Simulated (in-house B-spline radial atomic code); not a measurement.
RPA and G0W0 for Ne8+, 1s2, as one setting changes: the share of exact exchange in the PBE hybrid start. A dash marks a level of low quasi-particle weight. Computed with an all-electron radial atomic-structure program (B-spline basis): all electrons, non-relativistic, point nucleus, each spin shell either full or empty, empty states to l = 9 with an (l + 1/2)⁻⁴ tail; G0W0 by contour deformation at full frequency.

Relativity, left out, deepens the 1s level by about Z⁴α²/8 hartree.

| share of exact exchange in the PBE hybrid start | mean-field level (eV) | G0W0 level (eV) | RPA correlation (Eh) |
| --- | --- | --- | --- |
| 0 | -1134.74 | 1s -1194.52 | -0.091398 |
| 0.1 | ? | ? | ? |
| 0.2 | -1146.97 | 1s -1194.56 | -0.090481 |
| 0.3 | -1153.09 | 1s -1194.58 | -0.090031 |
| 0.4 | -1159.21 | 1s -1194.59 | -0.089586 |
| 0.5 | -1165.33 | 1s -1194.60 | -0.089147 |
| 0.6 | -1171.46 | 1s -1194.62 | -0.088713 |
| 0.7 | -1177.59 | 1s -1194.63 | -0.088285 |
| 0.8 | -1183.73 | 1s -1194.64 | -0.087861 |
| 0.9 | ? | ? | ? |
| 1 | -1196.00 | 1s -1194.65 | -0.087028 |

Problem. What belongs in the row for 0.9?

Solution. mean-field level (eV): -1189.86; G0W0 level (eV): 1s -1194.65; RPA correlation (Eh): -0.087442.

Problem. What belongs in the row for 0.1?

Solution. mean-field level (eV): -1140.85; G0W0 level (eV): 1s -1194.54; RPA correlation (Eh): -0.090937.

Problem. At what share of exact exchange does G0W0 leave the highest level unchanged?

Solution. Near 0.98, where the shift changes sign (-4.782 eV at 0.9, +1.351 eV at 1).
